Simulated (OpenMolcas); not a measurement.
An OpenMolcas run meant for Rh⁴⁺ (ANO-RCC-VDZ, DKH2; inactive shells 1s 2s 2p 3s 3p 3d 4s 4p; intended active space 5 electrons in 5 orbitals (4d)). One step of its input:

```
&RASSCF
FileOrb=start.orb
Symmetry=1
Spin=7
nActEl=5 0 0
Inactive=9 9
Ras2=5 0
CIRoot=1 1 1
SDav=1
CIMx=300
Iter=71 100
PrWF=0.3
OrbListing=Nothing
MaxOrb=0
Atom
>>> COPY $Project.JobIph JOB001
```

Lines from the output:

```
--- SEWARD ---
Basis set label: RH.ANO-RCC...6S5P3D.

      Electronic valence basis set:
      ------------------
      Associated Effective Charge  45.000000 au
      Associated Actual Charge     45.000000 au
      Nuclear Model: Point charge

      Shell  nPrim  nBasis  Cartesian Spherical Contaminant
         s      21       6        X
         p      18       5        X
         d      13       3                 X
                  Relativistic Douglas-Kroll-Hess integrals:
                    - DKH order of Hamiltonian: 2
                    - DKH order of Properties : 0
                  Atomic mean-field integrals
--- RASSCF ---

 Nr of active orbitals     NAC=   5
 Spin degeneracy         ISPIN=   7
 There can be no such wave function.
 ************************************************
--- Stop Module: rasscf at  /rc=_RC_INPUT_ERROR_ ---
.####################.
.# User input error #.
.####################.
```

Question: What is wrong with the input?

Answer: The spin multiplicity does not fit the number of active electrons: an even count needs an odd multiplicity and the reverse.
